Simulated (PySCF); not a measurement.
## Ionisation of benzyl(dimethyl)arsane

System: `C[As](C)Cc1ccccc1` (C9H13As). Non-hydrogen atoms are numbered in `[CH3:1][As:2]([CH3:3])[CH2:4][c:5]1[cH:6][cH:7][cH:8][cH:9][cH:10]1`. These are map numbers, not IUPAC locants.

Energies: ωB97X-D3(BJ)/ma-def2-SVP (PySCF, density fitting, integration grid level 2) on PBE0-D3(BJ)/def2-SVP structures. The prefix ma- adds one diffuse s and one diffuse p function on all atoms but H. Zero-point and thermal terms (298.15 K, 1 bar) come from unscaled GFN2-xTB harmonic frequencies, with soft modes damped to free rotors in the entropy. These were taken at the GFN2-xTB minima.

Frontier levels of the parent: HOMO -8.72 eV, LUMO 1.32 eV.

Oxidation to the radical cation:
| Property | Result |
| --- | --- |
| Vertical ionisation energy (electronic) | 8.47 eV |
| Adiabatic ionisation energy (with zero-point energy) | 7.70 eV |
| Adiabatic, electronic part | 7.77 eV |
| Vertical gap at the product's structure | 7.23 eV |
| Inner reorganisation energy (four-point) | 1244 meV |
| Relaxation of product / of parent | 703 / 541 meV |
| ⟨S²⟩ of the product | 0.763 |
| Largest spin populations | As2 0.70, C8 0.10 |
| Largest changes of atomic charge | As2 0.41 |
| Distances that move most (Å) | As2–C3 1.967 → 1.928; C1–As2 1.963 → 1.928; C4–C5 1.495 → 1.481; C5–C6 1.401 → 1.411 |

Measured values (NIST Chemistry WebBook, evaluated or the median of agreeing entries): vertical ionisation energy 8.45 eV (computed 8.47, difference 0.02).

Note: ma-def2-SVP is a small basis, whose errors can reach tens of kJ/mol; spin-orbit coupling is left out of the energies, which matters for open shells on the heavier atoms; atoms from Ga to Kr are treated without relativity.
